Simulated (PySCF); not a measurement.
**Spinor energies of Tc⁺ (technetium, charge +1)**

Start: [Kr] 4d6; 4d3/2 filled at m_j = +3/2; 4d5/2 filled at m_j = -3/2, -1/2, +1/2, +3/2, +5/2. Calculated with PySCF 2.14 in x2c-SVPall-2c with one added diffuse shell each of s, p, d type (7s9p7d1f, 76 functions): generalised Hartree-Fock with the X2C-1e Hamiltonian and a Gaussian nucleus; one run each with spin-orbit coupling (SO) switched off, then screened by Boettger's factors. This is a chosen level, not necessarily the ground level.

```tsv
spinor shell	electrons	ε, spin-free (eV)	ε, screened SO (eV)	weight of nominal j (screened SO)	rms radius, screened SO (bohr)
1s1/2	2	-21158.4	-21157.3	1.000	0.0394
2s1/2	2	-3097.7	-3097.3	1.000	0.162
2p1/2	2	-2766.7	-2848.5	1.000	0.141
2p3/2	4	-2766.7	-2728.3	1.000	0.145
3s1/2	2	-575.50	-575.38	1.000	0.441
3p1/2	2	-463.71	-477.91	1.000	0.439
3p3/2	4	-463.71	-456.97	1.000	0.450
3d3/2	4	-282.90	-285.38	0.980	0.433
3d5/2	6	-282.90	-281.12	0.987	0.437
4s1/2	2	-93.401	-93.359	1.000	1.14
4p1/2	2	-60.257	-65.023	0.708	1.27
4p3/2	4	-60.257	-57.892	0.854	1.28
4d5/2	5	-17.206	-17.795	0.569	1.87
4d3/2	1	-17.206	-14.234	0.770	2.01
```

```csv
quantity,spin-free,screened SO
E (hartree),-4282.13544,-4282.66797
M_J,4,4
⟨J²⟩,20.043,20.044
⟨L²⟩,6.037,6.083
⟨S²⟩,6.006,5.990
```

Each row is a mean over spinors that exchange with the open shell spreads, by up to 7.970 eV (4p3/2).

Rows whose weight is well below 1 are mixtures of j = l ± 1/2: exchange outweighs spin-orbit coupling there, and the label is only the starting occupation.

Breit and QED terms are absent; they matter most for the inner s and p1/2 levels.

Densities and radii are taken from the X2C orbitals without a picture-change correction, which distorts them close to the nucleus.

Without spin-orbit coupling the j labels of p, d and f shells carry no meaning; the spin-free column gives the mean over the occupied spinors of each nl shell.
